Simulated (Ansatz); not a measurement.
Isomers of Na3Cl2 (doublet), relaxed with PBE0-D4/def2-SVP; total energies from Ansatz at ωB97M-V/def2-TZVP.

| isomer | description | energy (Eh) |
| --- | --- | --- |
| A | point group C2v; 4 × Cl–Na 2.50 to 2.51 Å; 1 × Na–Na 3.55 Å | -1407.41857 |
| B | point group not assigned; 5 × Cl–Na 2.48 to 2.72 Å | -1407.42328 |
| C | point group not assigned; 6 × Cl–Na 2.61 to 2.65 Å | -1407.41822 |

The isomers come from a short search, and lower ones may exist.

Task: Work out the relative energies (1 Eh = 2625.5 kJ/mol) and the Boltzmann populations at 800 K from electronic energies alone (R = 8.314 J/mol/K).

Result: ΔE: A 12.4, B 0.0, C 13.3 kJ/mol. RT = 6.65 kJ/mol. Factors exp(−ΔE/RT): A 0.155, B 1, C 0.135; sum 1.290. Populations: A 12.0 %, B 77.5 %, C 10.5 %. Zero-point energy, vibrational entropy and symmetry numbers are left out and can shift these; an error of 4 kJ/mol changes a ratio by a factor of 1.8. Over the other density-functional and correlated levels in def2 sets, the gap between B and A ranges from 1 to 7 kJ/mol.
